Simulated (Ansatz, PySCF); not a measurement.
Potential energy curve for GeNa (anion, charge -1), lowest triplet found (which spin is the ground state isn't settled by this scan).

Computed with: UKS-LDA (SVWN5)/6-31G* = unrestricted LDA (SVWN5)/6-31G*, spherical d (PySCF); UKS-B3LYP/6-31G* = PySCF 2.14.0 with unrestricted B3LYP/6-31G*, spherical d; UKS-B3LYP/3-21G = unrestricted B3LYP/3-21G in PySCF; FCI = Ansatz (a program for electronic structure) with full CI/aug-cc-pVDZ, cores with 3d frozen.

Energies relative to the lowest point of each curve between 2.61 and 3.84 Å, where full CI is lowest, in kcal/mol; the last columns give the difference from FCI:

```csv
R / Å,UKS-LDA (SVWN5)/6-31G*,UKS-B3LYP/6-31G*,UKS-B3LYP/3-21G,FCI,UKS-LDA (SVWN5)/6-31G* − FCI,UKS-B3LYP/6-31G* − FCI,UKS-B3LYP/3-21G − FCI
2.08,31.5,37.4,38.3,44.7,-13.2,-7.3,-6.4
2.23,16.3,20.5,22.2,26.0,-9.7,-5.5,-3.8
2.36,8.3,11.3,12.9,15.4,-7.1,-4.1,-2.6
2.47,4.1,6.3,7.5,9.4,-5.3,-3.1,-1.9
2.61,1.2,2.4,3.2,4.4,-3.2,-2.0,-1.2
2.71,0.3,1.0,1.4,2.3,-2.0,-1.3,-0.9
2.79,0.0,0.3,0.6,1.1,-1.1,-0.8,-0.6
2.87,0.1,0.0,0.1,0.4,-0.3,-0.4,-0.3
2.95,0.4,0.0,0.0,0.0,0.4,0.0,0.0
3.09,1.4,0.5,0.4,0.0,1.4,0.5,0.4
3.26,3.1,1.6,1.5,0.7,2.4,0.9,0.9
3.41,4.8,2.8,2.9,1.7,3.1,1.1,1.2
3.62,7.2,4.7,4.9,3.4,3.8,1.3,1.5
3.84,9.6,6.7,7.2,5.4,4.2,1.3,1.8
4.19,12.9,9.5,10.4,8.5,4.5,1.0,1.9
4.60,16.0,12.2,13.5,11.6,4.4,0.5,1.8
5.09,18.5,14.4,16.1,14.6,4.0,-0.2,1.5
5.68,20.4,16.2,18.0,17.1,3.3,-1.0,0.9
6.35,21.4,17.2,19.3,19.0,2.5,-1.7,0.3
7.16,21.8,17.7,20.0,20.3,1.6,-2.5,-0.2
8.36,—,17.7,20.2,—,—,—,—
9.70,—,17.2,19.8,—,—,—,—
```

UKS-LDA (SVWN5)/6-31G* is furthest from FCI at 2.08 (-13.2 kcal/mol, below); its mean absolute difference over the points is 3.9 kcal/mol.

UKS-B3LYP/6-31G* is furthest from FCI at 2.08 (-7.3 kcal/mol, below); its mean absolute difference over the points is 1.8 kcal/mol.

UKS-B3LYP/3-21G is furthest from FCI at 2.08 (-6.4 kcal/mol, below); its mean absolute difference over the points is 1.5 kcal/mol.

A dash means that the run gave no value there, or that the column was ended at a point which the program doubted or which failed a test of continuity chosen for this set; such a test can also cut sound points.

The unrestricted determinant behind UKS-LDA (SVWN5)/6-31G*, UKS-B3LYP/3-21G is spin-contaminated at 2.08 to 9.70 Å (<S²> up to 2.6, against 2.00 for a pure triplet). Where the anion isn't bound against loss of the electron, the finite basis alone holds it. The unrestricted determinant behind UKS-B3LYP/6-31G* is spin-contaminated at 2.08 to 9.70 Å (<S²> up to 2.7, against 2.00 for a pure triplet). Also computed but left out beside FCI, since their determinant holds another spin at the minimum (<S²> over 0.7 above the pure value): UHF, UMP2, UCCSD, UCCSD(T), UCCSDT, UCCSDT(Q), UHF/LANL2DZ.
